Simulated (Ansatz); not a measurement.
Frontier orbitals of `CC[C@]12[C@H]3[C@H]4[C@H]5[C@@H]1[Sc]4532([CH3])[OH]`.

The species carries charge 0 and has multiplicity 1. Correlated methods include outer-core shells of Sc, which these sets cover unevenly. Scalar relativity is left out up to krypton. Geometry: relaxed with PBE0-D4/def2-TZVP. It is one conformer, not always the lowest. Basis def2-TZVPP, Ansatz.

| functional | HOMO (eV) | LUMO (eV) | gap (eV) |
| --- | --- | --- | --- |
| LDA (SPW92) | -5.22 | -2.39 | 2.83 |
| PBE | -5.06 | -2.07 | 2.99 |
| B97M-V | -5.35 | -1.99 | 3.36 |
| PBE0 | -6.33 | -1.03 | 5.30 |
| r2SCANh | -5.77 | -1.46 | 4.31 |
| BHLYP | -7.48 | -0.12 | 7.36 |
| ωB97X-V | -8.76 | 0.95 | 9.71 |
| ωB97M-V | -8.63 | 0.61 | 9.24 |
| HF | -8.89 | 1.73 | 10.62 |

A quarter of exact exchange (PBE0) shifts PBE's HOMO by −1.27 eV and its LUMO by +1.04 eV; full exchange at long range (ωB97M-V) shifts them by −3.58 and +2.68 eV. The gap opens from 2.98 to 9.24 eV, since occupied levels lose self-interaction and empty ones feel all the electrons. A positive LUMO is unbound and depends on the basis.
